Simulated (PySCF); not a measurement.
Electron correlation in Ba⁺ (barium, charge +1)

[Xe] 6p1, 2P determinant (an excited configuration). Calculation: PySCF 2.14, in aug-cc-pwCVTZ-X2C with one added diffuse shell each of s, p, d, f type (12s11p9d5f, 125 functions); scalar relativity by spin-free X2C-1e. Frozen: [Kr] 4d10; 9 electrons correlated.

MP2 pair energies summed by pair of shells (mhartree):

```csv
pair,energy,share (%)
5p-5p,-105.23,71.6
5s-5p,-25.60,17.4
5p-6p,-10.42,7.1
5s-5s,-5.25,3.6
5s-6p,-0.46,0.3
```

Total MP2 correlation energy: -146.95 mhartree.

Same-spin part -39.56 and opposite-spin part -107.39 mhartree; SCS-MP2 scales them by 1/3 and 6/5 to -142.05 mhartree.
